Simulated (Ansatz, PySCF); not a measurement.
This singlet lies 1.60 eV below the relaxed triplet at the level frozen-core CCSD(T)/cc-pVTZ // PBE0-D3(BJ)/def2-SVP (Ansatz, a quantum-chemistry and plane-wave program).

Excitations are Tamm–Dancoff values on a coarser integration grid. The basis has no diffuse functions, so Rydberg states are missing or too high.

Z-matrix (Å, degrees):
```
C
H 1 1.1007
H 1 1.1035 2 108.26
H 1 1.1039 2 108.09 3 -115.68
Si 1 1.9113 2 110.68 4 -121.69
S 5 2.1456 1 95.40 2 -178.44
H 6 1.3519 5 96.53 1 -179.82
```
Charge 0, multiplicity 1.

**Question.** What is the computed HOMO–LUMO gap, S1 excitation (TDA), LUMO, HOMO, T1 excitation (TDA), brightest of the four lowest singlets (TDA), S1–T1 gap (TDA) and dipole moment (ωB97X-D3(BJ)/def2-TZVP // PBE0-D3(BJ)/def2-SVP in PySCF)?

**Answer.** 
- HOMO–LUMO gap: 8.61 eV
- S1 excitation (TDA): 3.30 eV
- LUMO: -0.15 eV
- HOMO: -8.76 eV
- T1 excitation (TDA): 1.97 eV
- brightest of the four lowest singlets (TDA): 6.51 eV
- S1–T1 gap (TDA): 1.33 eV
- dipole moment: 0.50 D
